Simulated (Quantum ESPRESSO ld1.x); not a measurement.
The numbers below are computed, except where a source is named.
The mean radii <r> (bohr) of the occupied orbitals of an atom or ion are listed with their occupations. Code: ld1.x of Quantum ESPRESSO 7.5. Model: scalar-relativistic Kohn-Sham, relativistic LDA (MacDonald-Vosko exchange, VWN5 correlation), spin-unpolarised, spherical densities, point nucleus.

orbital  occ.      <r>
1s          2  0.02326
2s          2  0.09782
2p          6  0.08576
3s          2   0.2351
3p          1   0.2280

Name the element and its charge.

Answer. Z = 61, promethium, charge +48: Pm48+ in [Ne] 3s2 3p1. The 1s radius gives Z: for a bare nucleus <r> = (2 gamma + 1)/(2Z) with gamma = sqrt(1 - (Z/c)^2), 0.02288 bohr for Z = 61, and screening makes it slightly larger (0.02326 here). The occupations add up to 13, and the charge is Z minus that.
